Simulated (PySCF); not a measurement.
## P⁺ (phosphorus, charge +1) across methods

[Ne] 3s2 3p2, high-spin 3P determinant. Computed with PySCF 2.14 in aug-cc-pV(T+d)Z with one added diffuse shell each of s, p, d, f type (7s6p5d3f, 71 functions), with the non-relativistic Hamiltonian (point nucleus).

```
   method  E (hartree)  mean ε 3s α (eV)  mean ε 3s β (eV)  mean ε 3p α (eV)  Σ⟨r²⟩ (bohr²)   ⟨S²⟩
     PW91    -340.8659           -23.973           -21.924           -15.036          20.66  2.004
      LDA    -339.6062           -23.931           -22.050           -14.919          20.72  2.002
      PBE    -340.7226           -23.921           -21.867           -14.989          20.68  2.004
   r2SCAN    -340.8528           -24.556           -21.950           -15.413          20.65  2.008
BHandHLYP    -340.8976           -27.570           -24.314           -17.394          20.68  2.006
     BP86    -340.9110           -23.973           -22.047           -15.016          20.63  2.003
      UHF   -340.35233           -30.968           -25.428           -19.729          20.88  2.013
     PBE0    -340.7538           -25.872           -23.094           -16.334          20.65  2.005
    TPSSh    -340.8991           -25.028           -22.315           -15.713          20.60  2.005
```
